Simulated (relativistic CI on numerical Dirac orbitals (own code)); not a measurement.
Method of calculation: Dirac-Coulomb-Breit CI, separate exchange-only KLI orbitals for each configuration, a model potential for QED, unscaled Slater integrals (own radial code, finite nucleus).

The strongest absorption lines from the ground level of an ion, among the configurations computed and to levels below about 6400 eV (vacuum wavelength in nm, gf): 0.21748 (0.47), 0.21928 (0.52), 0.22480 (0.94), 0.22511 (1.6), 0.22517 (2.5), 0.22596 (0.81), 0.24079 (4.2), 0.24138 (1.4).

(1) Which ion is it?
A. Nd52+
B. Ba48+
C. Gd56+
D. Te44+

Results:

(1) B. Ba48+ has 8 electrons and the ground level 2s²2p⁴ ³P2; the strongest line goes to 2s²2p³3d ³D°3. The pattern of lines fixes the number of electrons, and along that sequence the line energies rise steadily with the charge (about as its square where n changes within one kind of shell, about linearly where n is kept but much faster in heavy ions where fine structure, which grows about as Z⁴, sets the gap, and irregularly where shells cross), which fixes Z. Configurations outside the model, such as inner-shell arrays, can give stronger lines. At this charge energies of transitions that change n are usually good to better than 1 %, and those within a shell (Δn = 0) to a few per cent.

LS names give the leading component of a level, which can be under half, so a name can repeat, a term be missing and a line seem to break the LS rules.
